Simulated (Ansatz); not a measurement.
Coupled-cluster diagnostics for AlSi4⁺, Ansatz.

Geometry of the singlet (PBE-D4/def2-SVP):

```xyz
5

Al    1.2488   -1.3080   -0.2254
Si    1.8768    0.8393   -1.1826
Si   -0.3907    0.6743   -0.6288
Si   -0.3842   -0.5815    1.4186
Si   -2.3508    0.3759    0.6183
```

Correlated methods freeze 25 core orbitals. The geometry of the singlet was relaxed on an unsound state (restricted singlet, unstable towards broken spin symmetry at other levels and untested here). Another isomer (singlet) lies 0.53 eV lower at PBE0-D4/def2-TZVP; other spin states weren't run for this one.

Problem. Estimate the CCSD(T) correlation energy, the shares of MP2 and (T), T1 and the reference's ⟨S²⟩ for: charge 1, singlet, own geometry in def2-TZVPP; and the rough time on 4 threads of Arm Neoverse V1 on a shared host.

Solution. 
```tsv
state	basis	correlation (eV)	MP2 share (%)	(T) share (%)	T1	⟨S²⟩ (pure)	wall time	remarks
charge 1, singlet, own geometry	def2-TZVPP	-15.402	87.6	9.2	0.043	0.00 (0.00)	32 s	large T1 (0.043), restricted SCF unstable
```
Customary marks for T1 are 0.02 (closed shells), 0.045 (open shells) and about 0.05 (3d metals). T1 exceeds 0.02 in 1 of 1 rows and 0.045 in 0; the higher it lies, the less the single-reference result can be trusted.
